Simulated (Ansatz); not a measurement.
Species: sum formula AlOBr, charge 1, multiplicity 2. SMILES of the parent species: [O]=[Al][Br]
Geometry from a B3LYP-D3(BJ)/def2-TZVP (Ansatz, an electronic-structure program) optimisation:
```xyz
3

Al     0.0000     0.0000    -1.1000
O      0.0000     0.0000    -2.8081
Br     0.0000     0.0000     1.0504
```
Charge +1, spin multiplicity 2.

Problem. Give the harmonic wavenumbers at B3LYP-D3(BJ)/def2-TZVP (Ansatz, finite differences of forces, unscaled).

Solution. 136, 145, 405, 907 cm⁻¹. Zero-point energy 2.3 kcal/mol.

Problem. From these and the geometry, give the ideal-gas thermochemistry at 298.15 K and 1 atm (rigid rotor, harmonic oscillator).

Solution. Point group C∞v, rotational symmetry number 1. Rotational constants 2.052, 2.052 GHz. S(trans) 40.33, S(rot) 17.92, S(vib) 6.68, S(elec, spin only) 1.38, S 66.3 cal/(mol K). H(298) - H(0) 3.13 kcal/mol; G - E(el) -14.4 kcal/mol.
